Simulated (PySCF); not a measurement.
C₂H₄OSe, SMILES C1OC[Se]1.

Coordinates come from a PBE-D3(BJ)/def2-SVP optimisation. This is a generated structure with no PubChem entry under its InChIKey; it may be hypothetical.

Calculation: PBE0/def2-TZVP (PySCF).

Symmetry labels are those of the subgroup C2v that the program uses (full group C2v).

Question: List the valence orbital energies around the gap with their symmetry. (The exact figures need the calculation; the answer reports its results.)

Answer: 
```
orbital  symmetry  energy (eV)
-------  --------  -----------
HOMO−7         B1       -13.95
HOMO−6         B2       -13.45
HOMO−5         A1       -13.12
HOMO−4         A2       -11.90
HOMO−3         B2        -9.43
HOMO−2         A1        -8.44
HOMO−1         B1        -8.16
HOMO           B1        -6.39
LUMO           B2        -1.13
LUMO+1         A1         0.42
LUMO+2         A1         1.54
LUMO+3         B2         2.56
```
